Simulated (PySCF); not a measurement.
C7H7N3O, SMILES Cn1cccc1-c1nnco1.

Geometry optimised at r2SCAN-D4/def2-SVP. The values are those of a single conformer.

Method: CAM-B3LYP/def2-SVP run with PySCF.

Symmetry labels are those of the subgroup Cs that the program uses (full group Cs).

Task: List the valence orbital energies around the gap with their symmetry. (The exact figures need the calculation; the answer reports its results.)

Result: 
```tsv
orbital	symmetry	energy (eV)
HOMO−7	A"	-12.36
HOMO−6	A'	-12.35
HOMO−5	A"	-11.31
HOMO−4	A'	-10.72
HOMO−3	A"	-10.06
HOMO−2	A'	-9.31
HOMO−1	A"	-8.46
HOMO	A"	-7.34
LUMO	A"	0.18
LUMO+1	A"	1.83
LUMO+2	A"	2.81
LUMO+3	A'	2.96
```
